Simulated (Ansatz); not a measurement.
CeO$_{2}$ (SMILES [O]=[Ce]=[O]), singlet, at a GFN2-xTB geometry (such geometries of metal compounds can be far from the true shape) (core potentials on Ce). Base run: B3LYP/def2-SV(P) run with Ansatz (a first-principles code).

Geometry (Å):
```xyz
3

Ce    -0.1692     0.0877    -0.1801
O      1.8760    -0.0677    -0.4115
O     -0.6489    -0.5681     1.7174
```
All else is at Ansatz's defaults.

Each row names what was changed in the base input (with any setting that the change needs).

| change | E (Eh) | core-seconds (rough) |
|---|---|---|
| base | -625.47973 | 3 |
| functional = cam_b3lyp | -625.30765 | 4 |
| functional = wB97X | -625.34899 | 8 |
| functional = wB97X-V | (withheld) | 10 |
| functional = blyp | -625.38204 | 20 |
| functional = revpbe | (withheld) | 10 |
| functional = blyp; dispersion = d3bjatm | -625.38530 | 20 |
| functional = hf | -623.11564 | 4 |
| functional = r2scan | -625.46746 | 20 |
| functional = b3lyp5 | (withheld) | 3 |
| functional = lc_wpbe | (withheld) | 4 |
| functional = BHLYP | -625.12756 | 5 |
| functional = pbe | -625.27324 | 10 |

**Question.** Fill in the missing entries.

**Answer.** 
- functional = wB97X-V, E (Eh): -625.26659
- functional = revpbe, E (Eh): -625.44493
- functional = b3lyp5, E (Eh): -625.30498
- functional = lc_wpbe, E (Eh): -625.28400

Total energies compare only within one method and basis.
